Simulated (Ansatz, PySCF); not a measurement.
System: CH₂BO₂, net charge 0, doublet state. It need not be the lowest isomer of its formula. 
Geometry from a B3LYP-D3(BJ)/def2-TZVP (Ansatz, a program for electronic structure) optimisation:
```xyz
6

B      0.6959     0.2331    -0.1119
O      1.0773     1.4216     0.2993
C     -0.2666    -0.9343     0.0334
O     -1.4039    -0.8558    -0.4460
H      0.6324     1.8021     1.0725
H      0.1007    -1.8881     0.4608
```
Charge 0, spin multiplicity 2.

Wanted: atomisation energy (electronic, to ground-state atoms), in kcal/mol. Correlated levels leave the core frozen unless marked. Open shells are spin-unrestricted. No spin-orbit coupling. Non-relativistic. The coupled-cluster limit lacks core correlation, which all-electron functionals hold. Basis-set limits of correlation are two-point, X^-3; Hartree-Fock from the larger set. [CCSD(T)-MP2]/basis is that difference in the basis named.

```json
[
 {"level": "HF/def2-TZVPD", "program": "PySCF", "atomisation energy (kcal/mol)": "402.1"},
 {"level": "BLYP-D3(BJ)/def2-TZVPD", "program": "Ansatz + dftd3", "atomisation energy (kcal/mol)": "599.6"}
]
```

Problem. Estimate the value at RI-MP2/CBS(cc-pVTZ,cc-pVQZ)+[CCSD(T)-MP2]/cc-pVTZ as computed with Ansatz.

Solution. 582.7 kcal/mol
